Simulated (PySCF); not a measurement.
## Calculated data, AlBH₃

Computed with PySCF 2.14.0. Calculation on a computer-drawn molecule: vertical ionisation energy to the stated ion spin, frozen-core CCSD(T) at the basis limit and cheaper methods, single-reference cases, UHF for radicals, no spin-orbit; all values are single points at the evaluated structure, the first of each entry, which is the reference or a displaced copy of it and isn't optimised; the reference structure only sets the zero of the energies above reference; triples share is (T) over the correlation energy.

Common to all runs: charge 0; multiplicity 2; ion multiplicity 1; diffuse functions no; basis cc-pV(n+d)Z; reference is the Hartree-Fock double-zeta minimum; best is HF at quadruple zeta + MP2 correlation extrapolated from triple and quadruple zeta + CCSD(T) minus MP2 at triple zeta; basis step is the size of the change from the same recipe one zeta lower.

(1) AlBH₃

Evaluated structure:
```xyz
5
AlBH3
B     -0.2074     0.7387    -2.4695
Al    -0.8765    -1.1586    -1.9782
H      0.1827     1.9267    -2.7169
H     -1.4233    -2.0711    -3.1841
H     -0.8308    -1.5980    -0.5080
```

Reference structure:
```xyz
5
AlBH3
B     -0.2242     0.7815    -2.4430
Al    -0.8552    -1.1231    -1.9912
H      0.1413     1.8833    -2.7043
H     -1.3786    -2.0570    -3.1544
H     -0.8045    -1.6148    -0.4896
```

It finds ionisation energy best 7.889 eV; ionisation energy basis step 0.02805 eV; energy above reference best 2.604 kcal/mol; energy above reference basis step 0.06353 kcal/mol; total energy HF triple zeta -268.2634 hartree; total energy CCSD(T) triple zeta -268.4594 hartree; total energy best -268.4818 hartree; T1 diagnostic at triple zeta 0.01585; D1 diagnostic at triple zeta 0.04093; spin squared at triple zeta 0.7611; ion T1 diagnostic at triple zeta 0.0154; ion D1 diagnostic at triple zeta 0.03715; triples share at triple zeta 0.02649; basis functions triple zeta 111; dipole magnitude HF at triple zeta 0.5468 debye; dipole magnitude CCSD unrelaxed at triple zeta 0.6118 debye; dipole magnitude PBE at triple zeta 0.686 debye; dipole magnitude r2SCAN at triple zeta 0.6474 debye; dipole magnitude B3LYP at triple zeta 0.683 debye; dipole magnitude wB97X at triple zeta 0.6611 debye.

Drawn bonds:
```tsv
atom	other atom	order
1	2	1
1	3	1
2	4	1
2	5	1
```

Triple zeta:
```tsv
method	ionisation energy (eV)	energy above reference (kcal/mol)
HF	7.336	2.984
PBE	8.067	2.137
r2SCAN	8.19	2.489
B3LYP	8.032	2.664
wB97X	7.928	2.58
MP2	7.799	2.76
CCSD	7.797	2.537
CCSD(T)	7.842	2.46
```

(2) AlBH₃

Evaluated structure:
```xyz
5
AlBH3
B     -0.2074     0.7387    -2.4695
Al    -0.9055    -1.2411    -1.9568
H      0.1827     1.9267    -2.7169
H     -1.4523    -2.1536    -3.1627
H     -0.8598    -1.6805    -0.4866
```

Reference structure:
```xyz
5
AlBH3
B     -0.2242     0.7815    -2.4430
Al    -0.8552    -1.1231    -1.9912
H      0.1413     1.8833    -2.7043
H     -1.3786    -2.0570    -3.1544
H     -0.8045    -1.6148    -0.4896
```

It finds ionisation energy best 7.709 eV; ionisation energy basis step 0.02839 eV; energy above reference best 4.376 kcal/mol; energy above reference basis step 0.2022 kcal/mol; total energy HF triple zeta -268.2610 hartree; total energy CCSD(T) triple zeta -268.4569 hartree; total energy best -268.4789 hartree; T1 diagnostic at triple zeta 0.01639; D1 diagnostic at triple zeta 0.04616; spin squared at triple zeta 0.7618; ion T1 diagnostic at triple zeta 0.01393; ion D1 diagnostic at triple zeta 0.03189; triples share at triple zeta 0.02678; basis functions triple zeta 111; dipole magnitude HF at triple zeta 0.3222 debye; dipole magnitude CCSD unrelaxed at triple zeta 0.438 debye; dipole magnitude PBE at triple zeta 0.6044 debye; dipole magnitude r2SCAN at triple zeta 0.5373 debye; dipole magnitude B3LYP at triple zeta 0.5487 debye; dipole magnitude wB97X at triple zeta 0.4781 debye.

Drawn bonds:
```tsv
atom	other atom	order
1	2	1
1	3	1
2	4	1
2	5	1
```

Triple zeta:
```tsv
method	ionisation energy (eV)	energy above reference (kcal/mol)
HF	7.138	4.493
PBE	7.919	3.767
r2SCAN	8.032	4.297
B3LYP	7.867	4.455
wB97X	7.744	4.458
MP2	7.611	4.408
CCSD	7.613	4.177
CCSD(T)	7.661	4.067
```

(3) AlBH₃

Evaluated structure:
```xyz
5
AlBH3
B     -0.2074     0.7387    -2.4695
Al    -0.9114    -1.2576    -1.9525
H      0.1827     1.9267    -2.7169
H     -1.4582    -2.1701    -3.1584
H     -0.8657    -1.6970    -0.4823
```

Reference structure:
```xyz
5
AlBH3
B     -0.2242     0.7815    -2.4430
Al    -0.8552    -1.1231    -1.9912
H      0.1413     1.8833    -2.7043
H     -1.3786    -2.0570    -3.1544
H     -0.8045    -1.6148    -0.4896
```

It finds ionisation energy best 7.674 eV; ionisation energy basis step 0.02843 eV; energy above reference best 4.943 kcal/mol; energy above reference basis step 0.2289 kcal/mol; total energy HF triple zeta -268.2602 hartree; total energy CCSD(T) triple zeta -268.4560 hartree; total energy best -268.4780 hartree; T1 diagnostic at triple zeta 0.01655; D1 diagnostic at triple zeta 0.04735; spin squared at triple zeta 0.762; ion T1 diagnostic at triple zeta 0.01367; ion D1 diagnostic at triple zeta 0.03093; triples share at triple zeta 0.02686; basis functions triple zeta 111; dipole magnitude HF at triple zeta 0.2778 debye; dipole magnitude CCSD unrelaxed at triple zeta 0.4011 debye; dipole magnitude PBE at triple zeta 0.5847 debye; dipole magnitude r2SCAN at triple zeta 0.5119 debye; dipole magnitude B3LYP at triple zeta 0.5188 debye; dipole magnitude wB97X at triple zeta 0.4385 debye.

Drawn bonds:
```tsv
atom	other atom	order
1	2	1
1	3	1
2	4	1
2	5	1
```

Triple zeta:
```tsv
method	ionisation energy (eV)	energy above reference (kcal/mol)
HF	7.1	5.025
PBE	7.89	4.29
r2SCAN	8.001	4.862
B3LYP	7.834	5.014
wB97X	7.709	5.048
MP2	7.574	4.96
CCSD	7.577	4.722
CCSD(T)	7.626	4.603
```

(4) AlBH₃

Evaluated structure:
```xyz
5
AlBH3
B     -0.2074     0.7387    -2.4695
Al    -0.9207    -1.2841    -1.9457
H      0.1827     1.9267    -2.7169
H     -1.4675    -2.1966    -3.1516
H     -0.8750    -1.7235    -0.4755
```

Reference structure:
```xyz
5
AlBH3
B     -0.2242     0.7815    -2.4430
Al    -0.8552    -1.1231    -1.9912
H      0.1413     1.8833    -2.7043
H     -1.3786    -2.0570    -3.1544
H     -0.8045    -1.6148    -0.4896
```

The calculation gives: ionisation energy best 7.618 eV; ionisation energy basis step 0.02847 eV; energy above reference best 5.98 kcal/mol; energy above reference basis step 0.2709 kcal/mol; total energy HF triple zeta -268.2586 hartree; total energy CCSD(T) triple zeta -268.4545 hartree; total energy best -268.4764 hartree; T1 diagnostic at triple zeta 0.01685; D1 diagnostic at triple zeta 0.04935; spin squared at triple zeta 0.7623; ion T1 diagnostic at triple zeta 0.01329; ion D1 diagnostic at triple zeta 0.02944; triples share at triple zeta 0.02698; basis functions triple zeta 111; dipole magnitude HF at triple zeta 0.2119 debye; dipole magnitude CCSD unrelaxed at triple zeta 0.3409 debye; dipole magnitude PBE at triple zeta 0.5508 debye; dipole magnitude r2SCAN at triple zeta 0.4691 debye; dipole magnitude B3LYP at triple zeta 0.4688 debye; dipole magnitude wB97X at triple zeta 0.3735 debye.

Drawn bonds:
```tsv
atom	other atom	order
1	2	1
1	3	1
2	4	1
2	5	1
```

Triple zeta:
```tsv
method	ionisation energy (eV)	energy above reference (kcal/mol)
HF	7.039	6.017
PBE	7.844	5.246
r2SCAN	7.952	5.89
B3LYP	7.783	6.033
wB97X	7.652	6.12
MP2	7.516	5.98
CCSD	7.52	5.727
CCSD(T)	7.57	5.592
```

(5) AlBH₃

Evaluated structure:
```xyz
5
AlBH3
B     -0.2074     0.7387    -2.4695
Al    -0.9576    -1.3886    -1.9186
H      0.1827     1.9267    -2.7169
H     -1.5044    -2.3011    -3.1245
H     -0.9119    -1.8280    -0.4484
```

Reference structure:
```xyz
5
AlBH3
B     -0.2242     0.7815    -2.4430
Al    -0.8552    -1.1231    -1.9912
H      0.1413     1.8833    -2.7043
H     -1.3786    -2.0570    -3.1544
H     -0.8045    -1.6148    -0.4896
```

It finds ionisation energy best 7.409 eV; ionisation energy basis step 0.02836 eV; energy above reference best 11.24 kcal/mol; energy above reference basis step 0.4204 kcal/mol; total energy HF triple zeta -268.2503 hartree; total energy CCSD(T) triple zeta -268.4463 hartree; total energy best -268.4680 hartree; T1 diagnostic at triple zeta 0.01851; D1 diagnostic at triple zeta 0.05842; spin squared at triple zeta 0.7642; ion T1 diagnostic at triple zeta 0.01206; ion D1 diagnostic at triple zeta 0.02434; triples share at triple zeta 0.02758; basis functions triple zeta 111; dipole magnitude HF at triple zeta 0.2643 debye; dipole magnitude CCSD unrelaxed at triple zeta 0.1436 debye; dipole magnitude PBE at triple zeta 0.3969 debye; dipole magnitude r2SCAN at triple zeta 0.2836 debye; dipole magnitude B3LYP at triple zeta 0.2603 debye; dipole magnitude wB97X at triple zeta 0.1498 debye.

Drawn bonds:
```tsv
atom	other atom	order
1	2	1
1	3	1
2	4	1
2	5	1
```

Triple zeta:
```tsv
method	ionisation energy (eV)	energy above reference (kcal/mol)
HF	6.812	11.22
PBE	7.667	10.1
r2SCAN	7.765	11.07
B3LYP	7.586	11.16
wB97X	7.435	11.54
MP2	7.297	11.26
CCSD	7.306	10.9
CCSD(T)	7.36	10.69
```

(6) AlBH₃

Evaluated structure:
```xyz
5
AlBH3
B     -0.2666     0.7497    -2.5234
Al    -0.9016    -1.1587    -2.0378
H      0.1566     1.8674    -2.6986
H     -1.4011    -2.0214    -3.1291
H     -0.8144    -1.6346    -0.4874
```

Reference structure:
```xyz
5
AlBH3
B     -0.2242     0.7815    -2.4430
Al    -0.8552    -1.1231    -1.9912
H      0.1413     1.8833    -2.7043
H     -1.3786    -2.0570    -3.1544
H     -0.8045    -1.6148    -0.4896
```

It finds ionisation energy best 7.882 eV; ionisation energy basis step 0.02857 eV; energy above reference best 2.603 kcal/mol; energy above reference basis step 0.1055 kcal/mol; total energy HF triple zeta -268.2639 hartree; total energy CCSD(T) triple zeta -268.4593 hartree; total energy best -268.4818 hartree; T1 diagnostic at triple zeta 0.01554; D1 diagnostic at triple zeta 0.03996; spin squared at triple zeta 0.7607; ion T1 diagnostic at triple zeta 0.01534; ion D1 diagnostic at triple zeta 0.0377; triples share at triple zeta 0.02601; basis functions triple zeta 111; dipole magnitude HF at triple zeta 0.6883 debye; dipole magnitude CCSD unrelaxed at triple zeta 0.7238 debye; dipole magnitude PBE at triple zeta 0.7859 debye; dipole magnitude r2SCAN at triple zeta 0.7579 debye; dipole magnitude B3LYP at triple zeta 0.795 debye; dipole magnitude wB97X at triple zeta 0.7804 debye.

Drawn bonds:
```tsv
atom	other atom	order
1	2	1
1	3	1
2	4	1
2	5	1
```

Triple zeta:
```tsv
method	ionisation energy (eV)	energy above reference (kcal/mol)
HF	7.326	2.681
PBE	8.063	2.644
r2SCAN	8.183	2.599
B3LYP	8.027	2.517
wB97X	7.923	2.527
MP2	7.792	2.539
CCSD	7.791	2.547
CCSD(T)	7.834	2.539
```

(7) AlBH₃

Evaluated structure:
```xyz
5
AlBH3
B     -0.0538     0.7882    -2.3451
Al    -0.7987    -1.1392    -1.8726
H      0.1176     1.8404    -2.7003
H     -1.3373    -1.9818    -3.1456
H     -0.7367    -1.5999    -0.3679
```

Reference structure:
```xyz
5
AlBH3
B     -0.2242     0.7815    -2.4430
Al    -0.8552    -1.1231    -1.9912
H      0.1413     1.8833    -2.7043
H     -1.3786    -2.0570    -3.1544
H     -0.8045    -1.6148    -0.4896
```

It finds ionisation energy best 7.768 eV; ionisation energy basis step 0.02823 eV; energy above reference best 2.891 kcal/mol; energy above reference basis step 0.09259 kcal/mol; total energy HF triple zeta -268.2639 hartree; total energy CCSD(T) triple zeta -268.4588 hartree; total energy best -268.4813 hartree; T1 diagnostic at triple zeta 0.01614; D1 diagnostic at triple zeta 0.04495; spin squared at triple zeta 0.7612; ion T1 diagnostic at triple zeta 0.01458; ion D1 diagnostic at triple zeta 0.03457; triples share at triple zeta 0.02604; basis functions triple zeta 111; dipole magnitude HF at triple zeta 0.5387 debye; dipole magnitude CCSD unrelaxed at triple zeta 0.6051 debye; dipole magnitude PBE at triple zeta 0.7337 debye; dipole magnitude r2SCAN at triple zeta 0.6881 debye; dipole magnitude B3LYP at triple zeta 0.706 debye; dipole magnitude wB97X at triple zeta 0.6591 debye.

Drawn bonds:
```tsv
atom	other atom	order
1	2	1
1	3	1
2	4	1
2	5	1
```

Triple zeta:
```tsv
method	ionisation energy (eV)	energy above reference (kcal/mol)
HF	7.201	2.683
PBE	7.97	2.978
r2SCAN	8.084	2.978
B3LYP	7.923	2.845
wB97X	7.81	3.086
MP2	7.673	2.796
CCSD	7.675	2.857
CCSD(T)	7.72	2.854
```

(8) AlBH₃

Evaluated structure:
```xyz
5
AlBH3
B     -0.1740     0.8062    -2.3933
Al    -0.8843    -1.0721    -1.9926
H      0.1393     1.8245    -2.6380
H     -1.3416    -1.9858    -3.1132
H     -0.8341    -1.5855    -0.4460
```

Reference structure:
```xyz
5
AlBH3
B     -0.2242     0.7815    -2.4430
Al    -0.8552    -1.1231    -1.9912
H      0.1413     1.8833    -2.7043
H     -1.3786    -2.0570    -3.1544
H     -0.8045    -1.6148    -0.4896
```

Results for AlBH₃: ionisation energy best 7.954 eV; ionisation energy basis step 0.02738 eV; energy above reference best 3.934 kcal/mol; energy above reference basis step 0.01259 kcal/mol; total energy HF triple zeta -268.2622 hartree; total energy CCSD(T) triple zeta -268.4569 hartree; total energy best -268.4797 hartree; T1 diagnostic at triple zeta 0.01515; D1 diagnostic at triple zeta 0.03758; spin squared at triple zeta 0.7599; ion T1 diagnostic at triple zeta 0.01621; ion D1 diagnostic at triple zeta 0.04073; triples share at triple zeta 0.02545; basis functions triple zeta 111; dipole magnitude HF at triple zeta 1.027 debye; dipole magnitude CCSD unrelaxed at triple zeta 1.024 debye; dipole magnitude PBE at triple zeta 1.041 debye; dipole magnitude r2SCAN at triple zeta 1.035 debye; dipole magnitude B3LYP at triple zeta 1.079 debye; dipole magnitude wB97X at triple zeta 1.081 debye.

Drawn bonds:
```tsv
atom	other atom	order
1	2	1
1	3	1
2	4	1
2	5	1
```

Triple zeta:
```tsv
method	ionisation energy (eV)	energy above reference (kcal/mol)
HF	7.403	3.741
PBE	8.12	4.485
r2SCAN	8.244	4.054
B3LYP	8.093	3.717
wB97X	8	3.997
MP2	7.868	3.8
CCSD	7.865	4.006
CCSD(T)	7.906	4.079
```
